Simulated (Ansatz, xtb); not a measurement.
## C3H3AlF: where a starting geometry ends

The starting geometry of this gas-phase doublet was built from a drawn formula by distance geometry and a force field; its bonds are those of `[C]#C[C@H](F)[AlH2]`.

```xyz
8

C    -2.3110   -2.4752   -1.9423
C    -1.9128   -1.8020   -0.9892
C    -1.3822   -0.9817    0.1019
Al   -2.4626    0.6435    0.3184
F    -1.3501   -1.7141    1.2327
H    -0.2723   -0.6528   -0.1494
H    -1.8493    2.0531   -0.1049
H    -3.3733    0.7139    1.6438
```

Task: Predict what it relaxes into with r2SCAN-D4/def2-SVP.

Result: It rearranges to `F[CH]C#[C][AlH2]`. Contacts that open: C3–Al4 (1.96 → 4.52 Å). Contacts that close: C1–Al4 (3.85 → 1.91 Å).

The energy falls by 3.30 eV over 25 steps:

```json
{"step": "1", "E − E(last) (eV)": "3.297"}
{"step": "4", "E − E(last) (eV)": "2.495"}
{"step": "6", "E − E(last) (eV)": "2.170"}
{"step": "9", "E − E(last) (eV)": "1.208"}
{"step": "12", "E − E(last) (eV)": "0.754"}
{"step": "14", "E − E(last) (eV)": "0.605"}
{"step": "17", "E − E(last) (eV)": "0.262"}
{"step": "20", "E − E(last) (eV)": "0.034"}
{"step": "22", "E − E(last) (eV)": "0.004"}
{"step": "25", "E − E(last) (eV)": "0.000"}
```

Final geometry (Å):

```json
{"atom": "C", "x (Å)": "-2.1398", "y (Å)": "-0.2439", "z (Å)": "-0.0469"}
{"atom": "C", "x (Å)": "-1.2523", "y (Å)": "-1.1118", "z (Å)": "0.1127"}
{"atom": "C", "x (Å)": "-0.2601", "y (Å)": "-2.0367", "z (Å)": "0.2572"}
{"atom": "Al", "x (Å)": "-3.4976", "y (Å)": "1.0750", "z (Å)": "-0.2822"}
{"atom": "F", "x (Å)": "-0.3942", "y (Å)": "-3.0641", "z (Å)": "1.0985"}
{"atom": "H", "x (Å)": "0.6947", "y (Å)": "-2.0256", "z (Å)": "-0.2768"}
{"atom": "H", "x (Å)": "-3.2305", "y (Å)": "2.2523", "z (Å)": "-1.3064"}
{"atom": "H", "x (Å)": "-4.8338", "y (Å)": "0.9395", "z (Å)": "0.5547"}
```

From the same start GFN2-xTB ends elsewhere, differing in C1–Al4 (3.23 against 1.91 Å here), C2–Al4 (2.19 against 3.16 Å here), C3–Al4 (2.04 against 4.52 Å here), C3–F5 (3.22 against 1.33 Å here), C3–H7 (1.09 against 5.45 Å here), Al4–F5 (1.64 against 5.35 Å here).

The end wasn't checked by frequencies. Open shells are spin-unrestricted. Run with Ansatz 0.2.0, 2.6 min on 2 threads of Intel(R) Xeon(R) Platinum 8259CL CPU @ 2.50GHz (Skylake/Cascade Lake), on a shared host.
